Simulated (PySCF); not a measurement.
C₂H₆Mg, septet, at a GFN2-xTB geometry of the parent state (such geometries of metal compounds can be far from the true shape) (a higher spin typed on purpose: for a closed-shell molecule this is an excited state); R2SCAN/def2-SVP (PySCF).

PySCF was given this input:
```python
from pyscf import gto, scf, dft

mol = gto.M(
    atom='''
Mg    0.00649239    0.00659633    0.00925361
C     1.77650181    0.27541309   -1.45305501
H     2.44227962   -0.56672341   -1.29653556
H     2.24984063    1.22007834   -1.20720284
H     1.35338380    0.27970239   -2.45206587
C    -1.78374404   -0.28277125    1.44273267
H    -2.26749666   -1.20844971    1.14918074
H    -2.43315947    0.57598957    1.30953451
H    -1.37930330   -0.33560416    2.44797978
''',
    basis='def2-svp',
    spin=6,
    verbose=4,
)

mf = dft.ROKS(mol)
mf.xc = 'r2scan'
mf.kernel()
```

What the program printed (banner, timings and long lists left out):

```
PySCF version 2.14.0

[INPUT] verbose = 4
[INPUT] num. atoms = 9
[INPUT] num. electrons = 30
[INPUT] charge = 0
[INPUT] spin (= nelec alpha-beta = 2S) = 6
[INPUT] symmetry False subgroup None
[INPUT] Mole.unit = angstrom
[INPUT] Symbol           X                Y                Z      unit          X                Y                Z       unit  Magmom
[...]
nuclear repulsion = 74.5607851027033
number of shells = 38
number of NR pGTOs = 126
number of NR cGTOs = 76
basis = def2-svp
ecp = {}

******** <class 'pyscf.dft.roks.ROKS'> ********
method = ROKS
initial guess = minao
damping factor = 0
level_shift factor = 0
DIIS = <class 'pyscf.scf.diis.CDIIS'>
diis_start_cycle = 1
diis_space = 8
diis_damp = 0
SCF conv_tol = 1e-09
SCF conv_tol_grad = None
SCF max_cycles = 50
direct_scf = True
direct_scf_tol = 1e-13
num. doubly occ = 12  num. singly occ = 6
XC library pyscf.dft.libxc version 7.1.2
    S. Lehtola, C. Steigemann, M. J. T. Oliveira, and M. A. L. Marques,  SoftwareX 7, 1–5 (2018)
XC functionals = r2scan
    J. W. Furness, A. D. Kaplan, J. Ning, J. P. Perdew, and J. Sun,  J. Phys. Chem. Lett. 11, 8208–8215 (2020)
    J. W. Furness, A. D. Kaplan, J. Ning, J. P. Perdew, and J. Sun,  J. Phys. Chem. Lett. 11, 9248–9248 (2020)
    J. W. Furness, A. D. Kaplan, J. Ning, J. P. Perdew, and J. Sun,  J. Phys. Chem. Lett. 11, 8208–8215 (2020)
    J. W. Furness, A. D. Kaplan, J. Ning, J. P. Perdew, and J. Sun,  J. Phys. Chem. Lett. 11, 9248–9248 (2020)
radial grids:
    Treutler-Ahlrichs [JCP 102, 346 (1995); DOI:10.1063/1.469408] (M4) radial grids

becke partition: Becke, JCP 88, 2547 (1988); DOI:10.1063/1.454033
pruning grids: <function nwchem_prune>
grids dens level: 3
symmetrized grids: False
atomic radii adjust function: <function treutler_atomic_radii_adjust>
small_rho_cutoff = 0
Set gradient conv threshold to 3.16228e-05
tot grids = 105664
init E= -279.330325527962
[...]
cycle= 1 E= -278.997406294655  delta_E= 0.333  |g|= 0.14  |ddm|= 2.43
[...]
cycle= 2 E= -278.964600476878  delta_E= 0.0328  |g|= 0.261  |ddm|= 0.816
[...]
cycle= 3 E= -278.883986637451  delta_E= 0.0806  |g|= 0.366  |ddm|= 0.732
[...]
cycle= 4 E= -278.958571449194  delta_E= -0.0746  |g|= 0.228  |ddm|= 0.723
[...]
cycle= 5 E= -278.920979424606  delta_E= 0.0376  |g|= 0.28  |ddm|= 0.696
[...]
cycle= 6 E= -278.925674164885  delta_E= -0.00469  |g|= 0.274  |ddm|= 0.696
[...]
cycle= 7 E= -278.93377791353  delta_E= -0.0081  |g|= 0.27  |ddm|= 0.692
[...]
cycle= 8 E= -278.977097360811  delta_E= -0.0433  |g|= 0.198  |ddm|= 0.667
[...]
cycle= 9 E= -278.99594732879  delta_E= -0.0188  |g|= 0.151  |ddm|= 0.0977
[...]
cycle= 10 E= -278.935998935799  delta_E= 0.0599  |g|= 0.253  |ddm|= 0.383
[...]
cycle= 11 E= -278.984080343743  delta_E= -0.0481  |g|= 0.189  |ddm|= 0.64
[...]
cycle= 12 E= -278.937080746708  delta_E= 0.047  |g|= 0.267  |ddm|= 0.435
[...]
cycle= 13 E= -278.933672174193  delta_E= 0.00341  |g|= 0.271  |ddm|= 0.0539
[...]
cycle= 14 E= -278.906768709591  delta_E= 0.0269  |g|= 0.32  |ddm|= 0.712
[...]
cycle= 15 E= -278.921161123874  delta_E= -0.0144  |g|= 0.287  |ddm|= 0.723
[...]
cycle= 16 E= -278.929476063279  delta_E= -0.00831  |g|= 0.264  |ddm|= 0.696
[...]
cycle= 17 E= -278.999637586928  delta_E= -0.0702  |g|= 0.138  |ddm|= 0.623
[...]
cycle= 18 E= -278.941052870101  delta_E= 0.0586  |g|= 0.252  |ddm|= 0.293
[...]
cycle= 19 E= -278.936740720432  delta_E= 0.00431  |g|= 0.25  |ddm|= 0.0715
[...]
cycle= 20 E= -278.928362215932  delta_E= 0.00838  |g|= 0.271  |ddm|= 0.686
[...]
cycle= 21 E= -279.009724966167  delta_E= -0.0814  |g|= 0.0874  |ddm|= 0.633
[...]
cycle= 22 E= -279.006438664931  delta_E= 0.00329  |g|= 0.101  |ddm|= 0.688
[...]
cycle= 23 E= -278.934643510657  delta_E= 0.0718  |g|= 0.256  |ddm|= 0.412
[...]
cycle= 24 E= -278.936165010893  delta_E= -0.00152  |g|= 0.266  |ddm|= 0.687
[...]
cycle= 25 E= -279.009392792398  delta_E= -0.0732  |g|= 0.0857  |ddm|= 0.603
[...]
cycle= 26 E= -278.971436944017  delta_E= 0.038  |g|= 0.206  |ddm|= 0.685
[...]
cycle= 27 E= -278.999260237731  delta_E= -0.0278  |g|= 0.131  |ddm|= 0.553
[...]
cycle= 28 E= -278.927769689111  delta_E= 0.0715  |g|= 0.262  |ddm|= 0.686
[...]
cycle= 29 E= -278.946868260944  delta_E= -0.0191  |g|= 0.239  |ddm|= 0.672
[...]
cycle= 30 E= -278.964235913608  delta_E= -0.0174  |g|= 0.215  |ddm|= 0.395
[...]
cycle= 31 E= -278.936755311604  delta_E= 0.0275  |g|= 0.257  |ddm|= 0.502
[...]
cycle= 32 E= -278.942185395785  delta_E= -0.00543  |g|= 0.243  |ddm|= 0.463
[...]
cycle= 33 E= -278.944164364717  delta_E= -0.00198  |g|= 0.241  |ddm|= 0.0166
[...]
cycle= 34 E= -278.944100013603  delta_E= 6.44e-05  |g|= 0.241  |ddm|= 0.246
[...]
cycle= 35 E= -278.941966699816  delta_E= 0.00213  |g|= 0.244  |ddm|= 0.0479
[...]
cycle= 36 E= -278.954336735223  delta_E= -0.0124  |g|= 0.227  |ddm|= 0.192
[...]
cycle= 37 E= -278.899916986036  delta_E= 0.0544  |g|= 0.341  |ddm|= 0.694

WARN: HOMO 0.101528659532925 >= LUMO -0.00262433946138798

cycle= 38 E= -278.854243768114  delta_E= 0.0457  |g|= 0.284  |ddm|= 5.53
[...]
cycle= 39 E= -278.911093922509  delta_E= -0.0569  |g|= 0.297  |ddm|= 5.49
[...]
cycle= 40 E= -278.936727541118  delta_E= -0.0256  |g|= 0.274  |ddm|= 0.719
[...]
cycle= 41 E= -278.955593238107  delta_E= -0.0189  |g|= 0.242  |ddm|= 0.691
[...]
cycle= 42 E= -278.964779091308  delta_E= -0.00919  |g|= 0.231  |ddm|= 0.0907
[...]
cycle= 43 E= -278.96763301536  delta_E= -0.00285  |g|= 0.225  |ddm|= 0.0267
[...]
cycle= 44 E= -278.961005991878  delta_E= 0.00663  |g|= 0.238  |ddm|= 0.0635
[...]
cycle= 45 E= -278.95033078407  delta_E= 0.0107  |g|= 0.249  |ddm|= 0.166
[...]
cycle= 46 E= -278.942001937023  delta_E= 0.00833  |g|= 0.263  |ddm|= 0.318
[...]
cycle= 47 E= -278.992075920664  delta_E= -0.0501  |g|= 0.153  |ddm|= 0.314
[...]
cycle= 48 E= -278.903620702053  delta_E= 0.0885  |g|= 0.325  |ddm|= 0.727

WARN: HOMO 0.102398563935779 >= LUMO -0.00528248255576136

cycle= 49 E= -278.888593613564  delta_E= 0.015  |g|= 0.245  |ddm|=  5.3
[...]
cycle= 50 E= -278.925145162168  delta_E= -0.0366  |g|= 0.281  |ddm|= 5.35
SCF not converged.
SCF energy = -278.925145162168
```

The run did not converge; its last values are not results.
